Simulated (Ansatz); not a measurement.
Steps of a relaxation of C₂H₇BN₂Si, SMILES `CB(N)[SiH2]C#N` with RKS PBE0-D4/def2-TZVP.

```sh
$ ansatz run in.yaml --threads 4 --pin off --events-out ev --progress --plain --max-ram 10444MiB
```

```yaml
crystal:
  periodic: [false, false, false]
  atoms:
    - {symbol: C, position_ang: [-0.237381, -0.656940, -1.543765]}
    - {symbol: B, position_ang: [0.480375, -0.387193, -0.165500]}
    - {symbol: N, position_ang: [1.844690, -0.634510, 0.028762]}
    - {symbol: Si, position_ang: [-0.583572, 0.349018, 1.411341]}
    - {symbol: C, position_ang: [-1.489456, 1.886092, 0.844060]}
    - {symbol: N, position_ang: [-2.030191, 2.837544, 0.417580]}
    - {symbol: H, position_ang: [0.442302, -1.031318, -2.338316]}
    - {symbol: H, position_ang: [-0.724854, 0.270558, -1.915531]}
    - {symbol: H, position_ang: [-1.060518, -1.394794, -1.423094]}
    - {symbol: H, position_ang: [2.445591, -1.006152, -0.713020]}
    - {symbol: H, position_ang: [2.345979, -0.458604, 0.900430]}
    - {symbol: H, position_ang: [0.245048, 0.772493, 2.598853]}
    - {symbol: H, position_ang: [-1.657812, -0.580994, 1.913000]}
basis:
  gaussian: {orbitals: def2-TZVP}
hamiltonian: {xc: pbe0, dispersion: d4}
relax: {f_tol: 0.005, max_steps: 150}
```

Positions (Å) and forces (eV/Å) along the path, 10 of 10 steps:

```xyz
13
step=1 energy=-13715.2404 eV
C    -0.237   -0.657   -1.544   -0.149   -0.041   -0.246
B     0.480   -0.387   -0.166    0.265   -0.059   -0.046
N     1.845   -0.635    0.029    0.223   -0.061   -0.030
Si   -0.584    0.349    1.411   -0.095    0.030    0.244
C    -1.489    1.886    0.844   -1.010    1.791   -0.838
N    -2.030    2.838    0.418    1.156   -2.034    0.925
H     0.442   -1.031   -2.338   -0.321    0.178    0.380
H    -0.725    0.271   -1.916    0.238   -0.439    0.168
H    -1.061   -1.395   -1.423    0.392    0.342   -0.055
H     2.446   -1.006   -0.713   -0.403    0.248    0.491
H     2.346   -0.459    0.900   -0.338   -0.104   -0.562
H     0.245    0.772    2.599   -0.186   -0.069   -0.288
H    -1.658   -0.581    1.913    0.228    0.219   -0.141
13
step=2 energy=-13715.3047 eV
C    -0.234   -0.656   -1.539   -0.062   -0.009   -0.079
B     0.475   -0.381   -0.165    0.086   -0.047    0.003
N     1.830   -0.632    0.027    0.065   -0.002   -0.027
Si   -0.580    0.346    1.411   -0.072    0.082    0.026
C    -1.481    1.877    0.847    0.103   -0.171    0.046
N    -2.011    2.811    0.431   -0.046    0.079   -0.019
H     0.442   -1.033   -2.318   -0.083    0.053    0.115
H    -0.711    0.261   -1.917    0.068   -0.127    0.051
H    -1.050   -1.383   -1.420    0.111    0.100   -0.014
H     2.424   -0.999   -0.706   -0.104    0.064    0.116
H     2.328   -0.450    0.886   -0.090   -0.031   -0.128
H     0.241    0.777    2.581   -0.044   -0.037   -0.066
H    -1.652   -0.572    1.896    0.068    0.047   -0.023
13
step=3 energy=-13715.3075 eV
C    -0.234   -0.658   -1.535   -0.002   -0.004   -0.001
B     0.473   -0.387   -0.162    0.015    0.027   -0.010
N     1.829   -0.627    0.024   -0.013   -0.011    0.002
Si   -0.583    0.348    1.407   -0.018    0.015    0.005
C    -1.479    1.877    0.845    0.042   -0.066    0.000
N    -2.008    2.813    0.432   -0.018    0.029    0.001
H     0.442   -1.031   -2.309    0.006   -0.003   -0.002
H    -0.708    0.255   -1.910    0.000    0.004    0.000
H    -1.046   -1.383   -1.418   -0.002   -0.002    0.002
H     2.420   -0.986   -0.710   -0.004   -0.010   -0.006
H     2.323   -0.458    0.884    0.000    0.016    0.004
H     0.239    0.771    2.574    0.002    0.003    0.004
H    -1.648   -0.568    1.893   -0.008    0.001    0.002
13
step=4 energy=-13715.3076 eV
C    -0.233   -0.657   -1.536    0.001   -0.007    0.008
B     0.474   -0.381   -0.165   -0.008   -0.014    0.006
N     1.827   -0.627    0.024    0.004    0.007    0.003
Si   -0.583    0.346    1.408    0.002    0.019   -0.006
C    -1.477    1.874    0.847   -0.006    0.010   -0.015
N    -2.007    2.812    0.436    0.005   -0.008    0.013
H     0.443   -1.036   -2.307    0.010   -0.005   -0.009
H    -0.704    0.256   -1.916   -0.004    0.013   -0.004
H    -1.047   -1.379   -1.417   -0.011   -0.008    0.001
H     2.416   -0.997   -0.706    0.007    0.005   -0.015
H     2.324   -0.443    0.879    0.000   -0.007    0.013
H     0.238    0.768    2.575    0.005    0.002    0.008
H    -1.650   -0.569    1.893   -0.003   -0.008   -0.003
13
step=5 energy=-13715.3078 eV
C    -0.233   -0.658   -1.536   -0.002   -0.002    0.001
B     0.473   -0.383   -0.164   -0.001   -0.004    0.003
N     1.827   -0.627    0.024    0.007    0.003    0.000
Si   -0.583    0.347    1.408   -0.003    0.006    0.002
C    -1.477    1.875    0.847    0.002   -0.001   -0.013
N    -2.006    2.813    0.437    0.000   -0.001    0.010
H     0.443   -1.037   -2.308    0.002   -0.001   -0.001
H    -0.704    0.254   -1.916    0.000    0.002   -0.001
H    -1.048   -1.381   -1.417   -0.001    0.000    0.000
H     2.418   -0.990   -0.709   -0.002    0.000   -0.002
H     2.323   -0.448    0.881   -0.002    0.001    0.001
H     0.238    0.769    2.575    0.001   -0.001    0.002
H    -1.650   -0.569    1.891   -0.001   -0.001   -0.001
13
step=6 energy=-13715.3079 eV
C    -0.233   -0.662   -1.536   -0.002   -0.005   -0.001
B     0.473   -0.383   -0.165    0.003    0.002    0.004
N     1.828   -0.624    0.023   -0.004    0.002   -0.001
Si   -0.584    0.347    1.406    0.001   -0.004   -0.005
C    -1.476    1.877    0.848    0.002   -0.002    0.006
N    -2.006    2.820    0.448    0.000    0.001   -0.001
H     0.443   -1.047   -2.305    0.001    0.000    0.000
H    -0.699    0.252   -1.920    0.000    0.002    0.000
H    -1.051   -1.380   -1.416    0.000    0.000    0.000
H     2.419   -0.988   -0.710    0.000    0.000    0.000
H     2.323   -0.443    0.880    0.000    0.000    0.001
H     0.236    0.765    2.575   -0.002    0.002    0.000
H    -1.653   -0.569    1.886    0.000    0.003    0.000
13
step=7 energy=-13715.3079 eV
C    -0.233   -0.664   -1.536    0.000   -0.002    0.000
B     0.473   -0.383   -0.165    0.001    0.001    0.000
N     1.828   -0.621    0.023    0.000    0.000   -0.001
Si   -0.585    0.346    1.406    0.000   -0.002    0.000
C    -1.474    1.879    0.849   -0.001    0.001    0.001
N    -2.002    2.822    0.450    0.000    0.000    0.000
H     0.443   -1.050   -2.305    0.000    0.000    0.000
H    -0.699    0.249   -1.921    0.000    0.000    0.000
H    -1.052   -1.382   -1.415    0.000    0.000    0.000
H     2.419   -0.985   -0.710    0.000    0.000    0.000
H     2.323   -0.439    0.879    0.000    0.000    0.000
H     0.234    0.762    2.577    0.000   -0.001    0.000
H    -1.656   -0.569    1.883   -0.001    0.001    0.001
13
step=8 energy=-13715.3079 eV
C    -0.234   -0.671   -1.535    0.003    0.005    0.003
B     0.472   -0.384   -0.166   -0.005   -0.003   -0.009
N     1.829   -0.613    0.021    0.007   -0.001    0.002
Si   -0.588    0.343    1.405    0.000    0.000    0.009
C    -1.467    1.883    0.853   -0.004    0.007   -0.004
N    -1.989    2.832    0.458    0.003   -0.004    0.002
H     0.442   -1.060   -2.303   -0.002    0.001    0.001
H    -0.699    0.242   -1.925    0.001   -0.005    0.000
H    -1.054   -1.388   -1.413    0.001    0.001    0.001
H     2.421   -0.974   -0.712   -0.002    0.001    0.000
H     2.323   -0.426    0.877   -0.001    0.000   -0.002
H     0.229    0.750    2.580    0.000   -0.001   -0.001
H    -1.665   -0.568    1.875   -0.001   -0.001    0.000
13
step=9 energy=-13715.3079 eV
C    -0.235   -0.675   -1.535    0.002    0.004    0.004
B     0.470   -0.384   -0.166   -0.001    0.000   -0.008
N     1.829   -0.608    0.020    0.006   -0.001    0.002
Si   -0.590    0.341    1.405    0.000    0.000    0.003
C    -1.462    1.886    0.855   -0.004    0.005   -0.003
N    -1.980    2.837    0.461    0.003   -0.003    0.002
H     0.442   -1.065   -2.301    0.000    0.000    0.001
H    -0.700    0.237   -1.926    0.000   -0.003    0.000
H    -1.054   -1.392   -1.411    0.000   -0.001    0.000
H     2.422   -0.968   -0.713   -0.001    0.001    0.000
H     2.323   -0.418    0.875   -0.001   -0.001   -0.001
H     0.227    0.743    2.582   -0.001   -0.002   -0.001
H    -1.671   -0.568    1.869    0.000    0.001    0.002
13
step=10 energy=-13715.3079 eV
C    -0.235   -0.678   -1.535    0.000    0.002    0.001
B     0.470   -0.385   -0.166    0.002    0.000   -0.001
N     1.829   -0.605    0.019   -0.001    0.000    0.001
Si   -0.592    0.339    1.405   -0.003    0.001    0.002
C    -1.459    1.888    0.857    0.000    0.000   -0.001
N    -1.973    2.841    0.463    0.001   -0.001    0.001
H     0.442   -1.067   -2.301    0.001    0.000    0.000
H    -0.702    0.232   -1.927   -0.001    0.000    0.000
H    -1.052   -1.396   -1.410    0.000   -0.001    0.000
H     2.423   -0.962   -0.714   -0.001    0.000    0.000
H     2.323   -0.413    0.874    0.000    0.000    0.000
H     0.224    0.736    2.585    0.001    0.001   -0.001
H    -1.676   -0.567    1.867    0.001    0.000   -0.002
```

Hardware: 4 threads of an Arm Neoverse V1 on a shared host. Wall time 59 s, peak host memory 0.66 GiB.
